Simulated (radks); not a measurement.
The numbers below are computed, except where a source is named.
Ionisation of the rhenium ion Re+, [Xe] 4f14 5d5 6s1, to [Xe] 4f14 5d5 as the strength of local exchange is varied. Code: a radial shooting solver on a logarithmic mesh with Libxc functionals. Model: scalar-relativistic Kohn-Sham, Slater X-alpha exchange (alpha = 2/3 is LDA exchange), no correlation, spin-unpolarised, spherical densities, point nucleus.

alpha,E(Re+) (hartree),exchange (hartree),IE (eV),-e of the level emptied (eV),<r> of it (bohr)
0.613,-16649.2549,-287.1128,15.183,11.538 (6s),2.915
0.617,-16651.1380,-289.0213,15.213,11.567 (6s),2.913
0.667,-16674.6962,-312.9157,15.590,11.927 (6s),2.885
0.679,-16680.3554,-318.6609,15.681,12.014 (6s),2.878
0.821,-16747.4790,-386.9537,16.779,13.074 (6s),2.800
0.953,-16810.1328,-450.9460,17.831,14.099 (6s),2.730
1.03,-16846.7952,-488.5008,18.459,14.714 (6s),2.691
1.04,-16851.5627,-493.3903,18.541,14.795 (6s),2.686

NIST Atomic Spectra Database: 16.6 +/- 0.5 eV (semi-empirical). The Delta-SCF value meets it near alpha = 0.80. Spin polarisation and multiplet splitting are left out, so open shells lie too high by an amount that depends on their filling. Spin-orbit splitting is averaged out at the scalar-relativistic level.

Beside tabulated values, note that spin-unpolarised runs miss the spin-polarisation part of the exchange energy of open shells.
